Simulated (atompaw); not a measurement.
holmium: variants of one PAW (atompaw) potential

Base potential:

| Quantity | Value |
| --- | --- |
| Element | holmium (Ho) |
| Generator | atompaw 4.2.0.5 |
| Type | PAW |
| Functional | PBE |
| Relativity | scalar-relativistic |
| Frozen core | [Kr] 4d10 |
| Valence charge | 21 |
| Reference configuration | 4f11 5s2 5p6 5d0 6s1.5 6p0 (charge +0.5) |
| Partial waves | 5s (bound); 6s (bound); 5p (bound); 6p (bound, empty); 5d (bound, empty); 5d channel at 1.2 Ry; 4f (bound); 4f channel at 0.7 Ry |
| Local potential | bessel scheme, radius 2.55 bohr |
| Core correction | smooth core density matched at 1.70 bohr |
| Augmentation charge | besselshape compensation charge, radius 2.40 bohr; PAW radius 3.00 bohr; waves and projectors: bloechl |

Cutoffs, loose and tight: the cutoffs (Ry, on a coarse ladder) from which the occupation-weighted sum of valence levels, in a spherical-Bessel basis at the reference potential, stays within 10 and 1 mRy of its value at 400 Ry. They see the waves, projectors and local potential, not the compensation charge or the core. A dash means not determined.

| change | outcome | cutoff, loose | cutoff, tight | bound ghosts |
| --- | --- | --- | --- | --- |
| base | generated | 30 Ry | 35 Ry | none |
| local potential bessel scheme, radius 1.64 bohr | generated | 30 Ry | 40 Ry | none |
| local potential bessel scheme, radius 1.90 bohr | generated | 30 Ry | 35 Ry | none |
| local potential bessel scheme, radius 2.18 bohr | generated | 25 Ry | 35 Ry | none |
| local potential bessel scheme, radius 2.60 bohr | generated | 30 Ry | 35 Ry | none |
| local potential bessel scheme, radius 2.88 bohr | generated | 30 Ry | 35 Ry | none |

(1) What comes out with this change to the base: local potential bessel scheme, radius 1.44 bohr?

Answers

(1) outcome: generated; cutoff, loose: 35 Ry; cutoff, tight: 45 Ry; bound ghosts: none.

Reading the sweep of the r_vloc (base included, trends over the rows without a ghost): The loose cutoff is not monotonic: lowest 25 Ry at 2.18 bohr, highest 35 Ry at 1.44 bohr.
